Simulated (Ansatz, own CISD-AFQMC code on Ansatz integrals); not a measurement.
C2H5B, SMILES `[H]/B=C/C` (charge 0, multiplicity 1).

Cartesian coordinates (Å):
```xyz
8

B      1.5809     0.2730     0.2983
C      0.3521     0.3109    -0.3200
C     -0.9680    -0.3174     0.0484
H      2.6429     0.2675     0.7902
H      0.3495     0.9074    -1.2365
H     -1.7392     0.4439     0.1938
H     -0.9000    -0.8986     0.9680
H     -1.3183    -0.9867    -0.7420
```
Charge 0, multiplicity 1.

Frozen-core energies in cc-pVDZ from Ansatz (a first-principles code) at a geometry from B3LYP-D3(BJ)/def2-TZVP; the HF reference has <S^2> = 0.00 and the T1 diagnostic is 0.011.

| level | energy (Ha) |
|---|---|
| HF | -103.26329 |
| MP2 | -103.61785 |
| CCSD | -103.65868 |

Question: Estimate the energies of CCSD(T), CCSDT, phaseless AFQMC, CISD trial (own CISD-AFQMC code on Ansatz integrals; ±0.40 mHa) and CCSDT(Q), and give each level's difference from CCSDT(Q).

Answer: 
```tsv
level	energy (Ha)	difference from CCSDT(Q) (mHa)
MP2	-103.61785	55.32
CCSD	-103.65868	14.49
CCSD(T)	-103.67142	1.74
CCSDT	-103.67237	0.79
phaseless AFQMC, CISD trial (own CISD-AFQMC code on Ansatz integrals; ±0.40 mHa)	-103.67336	-0.20
CCSDT(Q)	-103.67316	0.00
```
